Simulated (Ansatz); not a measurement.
System: C$_{2}$H$_{4}$ClF, charge 0, singlet. C2H4ClF (SMILES C[C@@H](F)Cl).
B3LYP-D3(BJ)/def2-TZVP minimum from Ansatz (an electronic-structure program):
```xyz
8

C     -1.5139    -0.5734     0.2273
C     -0.0190    -0.4599     0.3423
F      0.5875    -1.3235    -0.5369
Cl     0.5405     1.2125    -0.0308
H     -1.8319    -0.3170    -0.7825
H     -1.8110    -1.6002     0.4478
H     -1.9976     0.0975     0.9356
H      0.3609    -0.6816     1.3376
```

Wanted: atomisation energy (electronic, to ground-state atoms), in kcal/mol. UHF or UKS for unpaired electrons; spin-orbit terms are left out. CBS(X,Y): correlation extrapolated as X^-3, Hartree-Fock from the larger set. A bracket is a step between two methods taken in the basis named. The functionals are non-relativistic, so their misses hold any scalar relativity. '+ core + X2C': CCSD(T) terms for core correlation (cc-pwCVTZ, 1s frozen past Ne) and scalar relativity (cc-pVTZ-DK). For partners of very few electrons the exact lower level stands in for a higher one.

CCSD(T)/CBS(cc-pV(T+d)Z,cc-pV(Q+d)Z) + [CCSDT(Q) - CCSD(T)]/cc-pV(D+d)Z + core + X2C (Ansatz) gives 704.0 kcal/mol.

Q: How far off this value is PBE/def2-TZVPD (Ansatz), in which direction, and which of these levels come nearer: r2SCAN/def2-TZVPD, B3LYP/def2-TZVPD, PBE0/def2-TZVPD, CCSD(T)/CBS(cc-pV(T+d)Z,cc-pV(Q+d)Z) + core + X2C?

A: PBE gives 718.0 kcal/mol, 14.0 kcal/mol above it. Differences of the others: r2SCAN/def2-TZVPD (Ansatz) 0.3; B3LYP/def2-TZVPD (Ansatz) -9.2; PBE0/def2-TZVPD (Ansatz) -0.1; CCSD(T)/CBS(cc-pV(T+d)Z,cc-pV(Q+d)Z) + core + X2C (Ansatz) -0.5 kcal/mol. Nearer than PBE: r2SCAN/def2-TZVPD, B3LYP/def2-TZVPD, PBE0/def2-TZVPD, CCSD(T)/CBS(cc-pV(T+d)Z,cc-pV(Q+d)Z) + core + X2C.
